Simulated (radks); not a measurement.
Results of a calculation; reference values are marked as such.
Problem. The mean radii <r> (bohr) of the occupied orbitals of an atom or ion are listed with their occupations. Level of theory: Dirac Kohn-Sham, LDA (Slater exchange, Perdew-Wang correlation), spin-unpolarised, spherical densities, point nucleus (a radial shooting solver on a logarithmic mesh with Libxc functionals).

| orbital | occ. | <r> |
|---|---|---|
| 1s1/2 | 2 | 0.1205 |
| 2s1/2 | 2 | 0.6057 |
| 2p1/2 | 1.66667 | 0.5648 |
| 2p3/2 | 3.33333 | 0.5667 |

Name the element and its charge. Open shells, if any, are shared by 2j + 1.

Solution. Z = 13, aluminium, charge +4: Al4+ in [He] 2s2 2p5. The 1s radius gives Z: for a bare nucleus <r> = (2 gamma + 1)/(2Z) with gamma = sqrt(1 - (Z/c)^2), 0.115 bohr for Z = 13, and screening makes it slightly larger (0.1205 here). The occupations add up to 9, and the charge is Z minus that.
